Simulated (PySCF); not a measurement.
## Ionisation energy of Lu⁵⁸⁺ by level of theory

Lu⁵⁸⁺ [Ne] 3s2 3p1 (2P) → Lu⁵⁹⁺ [Ne] 3s2 (1S), as a difference of total energies. Computed with PySCF 2.14 in an uncontracted even-tempered set (17 s from 15 bohr⁻², ratio 2.5; 12 p from 19 bohr⁻², ratio 2.5; 4 d from 74 bohr⁻², ratio 2.7; 4 f from 110 bohr⁻², ratio 2.7), with scalar relativity by spin-free X2C-1e. Correlated levels: outer shells: 1s2 frozen; virtual orbitals above 40 to 60 times the deepest correlated orbital energy dropped. The calculations carry no spin-orbit coupling.

| method | ionisation energy (eV) |
| --- | --- |
| UHF | 5866.1 |
| MP2 (outer shells) | 5866.7 |
| SCS-MP2 (outer shells) | 5866.6 |
| CCSD (outer shells) | 5866.7 |
| CCSD(T) (outer shells) | 5866.7 |

A first-order spin-orbit estimate (lowest level to lowest level, LS coupling) adds 185.3 eV.

Breit and QED terms and the two-electron picture change are absent.

First order in ζ underestimates the shift of j = l − 1/2 levels at high Z.

For comparison: 6070 ± 6 eV (theoretical estimate listed by NIST; NIST Atomic Spectra Database, ionization energies).
